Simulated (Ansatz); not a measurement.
Energy needed to pull apart InH3O3 (SMILES [OH][In]([OH])[OH]), closed shell, into free ground-state atoms, from the structure below (displaced at random from its PBE0-D4/def2-TZVP minimum); no zero-point or spin–orbit terms; open-shell atoms are treated unrestricted, in their ground-state multiplicity.

O1  (-1.892, 0.476, -0.157)
In2  (0.034, 0.002, -0.060)
O3  (0.961, 0.375, 1.695)
O4  (0.814, -0.871, -1.571)
H5  (-2.319, 0.854, 0.679)
H6  (1.877, 0.026, 1.606)
H7  (0.392, -0.968, -2.178)
(Å)

Program: Ansatz 0.2.0. Basis: def2-TZVPP. Cores are frozen in the correlated methods. Filled d shells of the heavier atoms are correlated. Core potentials replace the inner electrons of the atoms past krypton. The def2 sets are not built for correlating such inner shells, so the correlated values are less sure here.

```csv
method,atomization energy (kcal/mol)
PBE-D4,?
r2SCAN-D4,496.1
PBE0-D4,?
wB97M-V,496.7
HF,288.4
MP2,502.7
CCSD,469.4
CCSD(T),482.4
```

Q: What does PBE0-D4 give? (Judge from chemistry; the value comes from the calculation.)

A: Computed: 484.0 kcal/mol, which is about 1.6 kcal/mol more than CCSD(T)/def2-TZVPP.

Q: What does PBE-D4 give? (Judge from chemistry; the value comes from the calculation.)

A: Computed: 507.2 kcal/mol, which is about 24.8 kcal/mol more than CCSD(T)/def2-TZVPP.

In triple zeta the MP2 and coupled-cluster atomization energies are still short of their basis limit by a few kcal/mol a bond, whereas those of the functionals are nearly converged, so these differences are not deviations from converged CCSD(T).

No T1 diagnostic of these runs exceeds 0.018.

For scale, one of the runs: CCSD(T)/def2-TZVPP forces, 185 basis functions (an equivalent command: `ansatz run in.yaml --threads 4`). Time: 4.4 min of wall clock on 4 CPU threads; the host was shared. Peak host memory: 4.3 GiB.
